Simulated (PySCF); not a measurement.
# NaI at PBE0

Computed with PBE0; PySCF, scalar-relativistic core potentials, basis sets Na cc-pVTZ, I cc-pVTZ-PP with ECP28.

* state: ¹Σ⁺ (singlet), closed shell
* bond length: 2.723 Å
* harmonic wavenumber: 257 cm⁻¹
* force constant: 0.759 mdyn/Å
* rotational constant Be: 0.1168 cm⁻¹
* anharmonicity ωexe: 0.914 cm⁻¹
* vibration–rotation constant αe: 0.000625 cm⁻¹
* well depth De to Na + I: 309 kJ/mol
* dissociation energy D0: 308 kJ/mol
* HOMO–LUMO gap: 4.05 eV
* bond order (Mayer): 1.03
* dipole moment (positive dipole means Na(−)I(+)): -8.90 D

Spin–orbit coupling is left out, which matters for elements this heavy, above all for dissociation energies.
